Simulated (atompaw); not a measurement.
What the settings do to the PAW (atompaw) potential of gadolinium (Gd)

Base potential:

```
Element                 : gadolinium (Gd)
Generator               : atompaw 4.2.0.5
Type                    : PAW
Functional              : PBE
Relativity              : scalar-relativistic
Frozen core             : [Kr] 4d10
Valence charge          : 18
Reference configuration : 4f7 5s2 5p6 5d1 6s2 6p0
Partial waves           : 5s (bound); 6s (bound); 5p (bound); 6p (bound, empty); 5d (bound); 5d channel at 1.2 Ry; 4f (bound); 4f channel at -0.1 Ry
Local potential         : troulliermartins scheme with l = 4 at 1 Ry, radius 2.20 bohr
Core correction         : smooth core density matched at 1.85 bohr
Augmentation charge     : sinc compensation charge, radius 1.95 bohr; PAW radius 2.60 bohr; waves and projectors: bloechl
```

Cutoffs, loose and tight: the cutoffs (Ry, on a coarse ladder) from which the occupation-weighted sum of valence levels, in a spherical-Bessel basis at the reference potential, stays within 10 and 1 mRy of its value at 400 Ry. They see the waves, projectors and local potential, not the compensation charge or the core. A dash means not determined.

```tsv
change	outcome	cutoff, loose	cutoff, tight	bound ghosts
base	generated	45 Ry	55 Ry	none
all radii scaled by about 0.81 (s 1.94, p 1.70, d 2.10, f 0.60 bohr); local potential troulliermartins scheme with l = 4 at 1 Ry, radius 1.78 bohr; augmentation sinc compensation charge, radius 1.58 bohr; PAW radius 2.10 bohr; waves and projectors: bloechl; core correction smooth core density matched at 1.50 bohr	generated	70 Ry	80 Ry	none
all radii scaled by about 0.88 (s 2.10, p 1.84, d 2.28, f 0.66 bohr); local potential troulliermartins scheme with l = 4 at 1 Ry, radius 1.92 bohr; augmentation sinc compensation charge, radius 1.70 bohr; PAW radius 2.28 bohr; waves and projectors: bloechl; core correction smooth core density matched at 1.62 bohr	generated	60 Ry	70 Ry	none
all radii scaled by about 1.09 (s 2.60, p 2.28, d 2.82, f 0.82 bohr); local potential troulliermartins scheme with l = 4 at 1 Ry, radius 2.40 bohr; augmentation sinc compensation charge, radius 2.12 bohr; PAW radius 2.82 bohr; waves and projectors: bloechl; core correction smooth core density matched at 2.02 bohr	generated	40 Ry	45 Ry	none
all radii scaled by about 1.15 (s 2.78, p 2.42, d 3.00, f 0.86 bohr); local potential troulliermartins scheme with l = 4 at 1 Ry, radius 2.54 bohr; augmentation sinc compensation charge, radius 2.26 bohr; PAW radius 3.00 bohr; waves and projectors: bloechl; core correction smooth core density matched at 2.14 bohr	generated	35 Ry	40 Ry	none
all radii scaled by about 1.23 (s 2.96, p 2.58, d 3.20, f 0.92 bohr); local potential troulliermartins scheme with l = 4 at 1 Ry, radius 2.70 bohr; augmentation sinc compensation charge, radius 2.40 bohr; PAW radius 3.20 bohr; waves and projectors: bloechl; core correction smooth core density matched at 2.28 bohr	generated	30 Ry	35 Ry	none
all radii scaled by about 1.29 (s 3.10, p 2.70, d 3.34, f 0.96 bohr); local potential troulliermartins scheme with l = 4 at 1 Ry, radius 2.84 bohr; augmentation sinc compensation charge, radius 2.52 bohr; PAW radius 3.34 bohr; waves and projectors: bloechl; core correction smooth core density matched at 2.38 bohr	generated	25 Ry	35 Ry	none
```

Q: What comes out with this change to the base: all radii scaled by about 0.76 (s 1.84, p 1.60, d 1.98, f 0.58 bohr); local potential troulliermartins scheme with l = 4 at 1 Ry, radius 1.68 bohr; augmentation sinc compensation charge, radius 1.50 bohr; PAW radius 1.98 bohr; waves and projectors: bloechl; core correction smooth core density matched at 1.42 bohr?

A: outcome: generated; cutoff, loose: 80 Ry; cutoff, tight: 90 Ry; bound ghosts: none.

Reading the sweep of the scale of all radii (base = 1) (base included, trends over the rows without a ghost): The loose cutoff falls from 80 Ry at 0.76 to 25 Ry at 1.29. A larger radius leaves more room for a smooth pseudo-wave, so fewer plane waves are needed; a smaller one forces it to follow the all-electron wave where it bends sharply.
